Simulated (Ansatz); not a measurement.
```xyz
13

B    -0.542    1.162   -1.412
N    -0.441   -0.229   -1.548
B     0.203   -1.199   -0.692
N     0.573   -0.949    0.644
Si    0.241    0.331    1.781
H    -0.063    1.703   -0.458
H    -1.085    1.805   -2.263
H    -0.797   -0.617   -2.409
H     0.421   -2.287   -1.151
H     1.047   -1.733    1.071
H    -1.163    0.795    1.663
H     0.450   -0.274    3.125
H     1.156    1.491    1.648
```

Charge 0, multiplicity 1.

List the PBE/def2-TZVPP orbital energies in eV (Ansatz 0.2.0). (Best estimate.)

Ansatz gave: Occupied: -1779.82, -380.55, -380.42, -177.16, -176.79, -137.53, -94.29, -94.26, -94.24, -21.90, -21.17, -13.77, -13.33, -12.97, -10.98, -10.70, -9.72, -9.02, -8.53, -8.13, -7.89, -7.43, -6.70. Lowest empty: -1.67, -0.45, -0.06, 0.42, 0.61, 0.91, 1.16, 1.38.
